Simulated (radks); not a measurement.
The numbers below are computed, except where a source is named.
Ionisation of the ytterbium ion Yb63+, [He] 2s2 2p3, to Yb64+, [He] 2s2 2p2, under several functionals. Scalar-relativistic Kohn-Sham, spin-polarised, spherical densities, finite nucleus; open shells are filled with parallel spins first (spin-orbit coupling, left out, can overturn this in heavy ions); a radial shooting solver on a logarithmic mesh with Libxc functionals.

functional                                      E(Yb63+) (hartree)  Exc (hartree)  IE (eV)  -e(HOMO) (eV)  <r> HOMO (bohr)  IE error (eV)
exchange-only B88                                       -8191.1266       -96.2322  15138.7        14983.8          0.07117         +386.7
exchange-only PBE                                       -8190.4432       -95.5478  15137.0        14982.3          0.07118         +385.0
TASK exchange with Perdew-Wang LDA correlation          -8190.9720       -94.7641  15160.1        15010.4          0.07114         +408.1
BLYP                                                    -8191.4266       -96.5320  15139.9        14984.9          0.07118         +387.9
PBEsol                                                  -8187.4457       -92.5562  15134.9        14980.2          0.07119         +382.9

NIST Atomic Spectra Database: 14752 eV (theoretical). Closest: PBEsol. The Delta-SCF values span 25.19 eV, the total energies 3.98 hartree. The highest occupied level is 2p. Open shells are spherical and high-spin; term and fine-structure splittings are not resolved. Spin-orbit splitting is averaged out at the scalar-relativistic level.
